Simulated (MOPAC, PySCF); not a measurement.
Acid–base and redox partners of CC#C. Isolated molecules, 0 K electronic values unless said otherwise. Strings in code marks are SMILES.

Quantity: electronic energy of isomers of C3H3, doublet states, relative to `C#C[CH2]`, in eV. Semi-empirical values (MOPAC) are differences of heats of formation.

Level 1: PBE-D3(BJ)/def2-TZVP // B3LYP-D3(BJ)/def2-TZVP (PySCF)
Level 2: PBE/6-31G* // B3LYP-D3(BJ)/def2-TZVP (PySCF)
Level 3: SVWN5/6-31G* // B3LYP-D3(BJ)/def2-TZVP (PySCF)
Level 4: PM3 // B3LYP-D3(BJ)/def2-TZVP (MOPAC)

```
species   level 1  level 2  level 3  level 4
--------  -------  -------  -------  -------
`[C]#CC`     1.87     1.77     1.89     3.00
```
